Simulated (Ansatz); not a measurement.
`S[CH2][SbH2]`, charge 0, multiplicity 1.

Task: Give a relaxed structure at PBE0-D4/def2-TZVP (the Gaussian-basis code of Ansatz). (Best estimate.)

Result: Computed: 
Z-matrix (Å, degrees):
```
C
Sb 1 2.179
S 1 1.800 2 108.2
H 1 1.088 2 108.7 3 -121.4
H 1 1.090 2 106.8 3 119.8
H 2 1.712 1 92.0 3 173.1
H 2 1.709 1 93.4 3 81.7
H 3 1.345 1 98.2 2 -179.8
```
